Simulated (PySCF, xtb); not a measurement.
GeH7NSi2, SMILES [GeH2]1[SiH2][SiH2][NH]1.

GFN2-xTB run with xtb at its own geometry gives an orbital gap of 3.80 eV and a dipole moment of 1.86 D.

Geometry optimised at ωB97X-D3(BJ)/def2-SVP. The structure was generated by enumeration, and PubChem lists no compound with its InChIKey, so it may never have been made.

### Question
What does ωB97X/def2-TZVP in PySCF give? (The exact figures need the calculation; the answer reports its results.)

### Answer
gap 10.86 eV (levels -9.52 and 1.34 eV), dipole 0.55 D.
